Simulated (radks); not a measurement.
Results of a calculation; reference values are marked as such.
Orbital eigenvalues (eV) of neutral rhenium, [Xe] 4f14 5d5 6s2, at several levels of relativity; Dirac values are averaged over j with weights 2j + 1. Spin-unpolarised spherical Kohn-Sham, PBE, point nucleus unless stated (finite: rms radius 5.3698 fm), a radial shooting solver on a logarithmic mesh with Libxc functionals. A level marked "c x" has the speed of light scaled by that factor and shares open shells by 2j + 1; other Dirac levels either fill j = l - 1/2 first or share by 2j + 1.

shell	non-rel.	scalar-rel.	scalar-rel., finite nucleus	Dirac, c x 2	change of magnitude, last against first (%)
2p	-10370	-10842	-10843	-10488	+1.14
3s	-2481.8	-2876.8	-2875.8	-2566.2	+3.40
3p	-2276.3	-2410.0	-2410.0	-2309.4	+1.45
3d	-1893.2	-1881.3	-1881.3	-1889.8	-0.18
4s	-503.27	-600.35	-600.11	-523.80	+4.08
4p	-416.84	-447.28	-447.29	-424.36	+1.80
4d	-259.07	-255.33	-255.34	-258.11	-0.37
5s	-69.685	-85.252	-85.210	-72.899	+4.61
4f	-52.060	-42.308	-42.316	-49.619	-4.69
5p	-44.202	-47.011	-47.015	-44.917	+1.62
5d	-6.8417	-5.3669	-5.3695	-6.4778	-5.32
6s	-4.8806	-5.9435	-5.9406	-5.0873	+4.23
